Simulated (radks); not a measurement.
Fractional charge and spin in the 6s shell of thallium: the spin-up occupation runs from 0 to 1 and the spin-down occupation from 0 to 1; the fullest corner is Tl, [Xe] 4f14 5d10 6p(up 0.5, down 0.5) 6s(up 1, down 1). Calculated with a radial shooting solver on a logarithmic mesh with Libxc functionals: scalar-relativistic Kohn-Sham, PBE, spin-polarised, spherical densities, point nucleus. Energy (eV) above the fullest corner. The planes named below are the two flat planes that join the four corners, with an edge along up + down = one added electron.

down \ up,0,0.25,0.5,0.75,1
0,35.405,29.058,23.254,17.986,13.243
0.25,29.058,23.307,18.089,13.394,9.212
0.5,23.254,18.089,13.445,9.310,5.671
0.75,17.986,13.394,9.310,5.719,2.607
1,13.243,9.212,5.671,2.607,0.000

Corners above the fullest one (they belong to Tl+ and the next ion): (up 1, down 0) 13.243 eV, (up 0, down 1) 13.243 eV, (up 0, down 0) 35.405 eV. With half an added electron in each spin the energy lies 0.202 eV from the planes, and with half an added electron in spin up alone -1.070 eV. The planes are only a guide here: the flat-plane condition holds for ground states with one frontier orbital, while this shell lies below other occupied shells, so the corners above the fullest one are inner-hole states and not the ground states of those ions.
